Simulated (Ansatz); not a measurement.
The cluster ZrO₂⁻ (the lowest doublet isomer of a short search). Charge -1, multiplicity 2. Geometry PBE-D4/def2-TZVPD, basis def2-TZVPD, Ansatz.

```xyz
3

Zr   -0.3234    0.0568   -0.6286
O    -0.4562    1.2387    0.7466
O     0.7796   -1.2954   -0.1180
```

| run | HOMO (eV) | LUMO (eV) |
| --- | --- | --- |
| A | 0.46 | 1.43 |
| B | -1.91 | 3.84 |
| C | -0.26 | 2.05 |
| D | 0.03 | 1.67 |
| E | -2.14 | 3.89 |
| F | 0.29 | 1.55 |

In the def2 sets Zr takes a core potential; there is no spin–orbit coupling. The structure comes from a short search, and lower isomers may exist.

HOMO and LUMO are taken over both spins.

**Question.** The runs used HF, PBE, PBE0, r2SCAN, r2SCANh, ωB97X-V. Estimate which is which.

**Answer.** A PBE (0 % exact exchange); B ωB97X-V (range-separated); C PBE0 (25 % exact exchange); D r2SCANh (10 % exact exchange); E HF (100 % exact exchange); F r2SCAN (0 % exact exchange). Exact exchange lowers occupied and raises empty levels; among semilocal functionals meta-GGAs tend to open the gap a little, and such runs are hard to tell apart. The gap grows from 0.96 eV (PBE) to 6.03 eV (HF). At PBE-D4/def2-TZVPD, r2SCANh-D4/def2-TZVPD, r2SCAN-D4/def2-TZVPD the highest occupied level of the charge -1 doublet lies above zero (up to 0.46 eV). By energy differences its removal costs 1.68 eV (vertical, to the charge 0 singlet, at PBE-D4/def2-TZVPD); a positive level beside a positive removal energy at the same level points to self-interaction error.
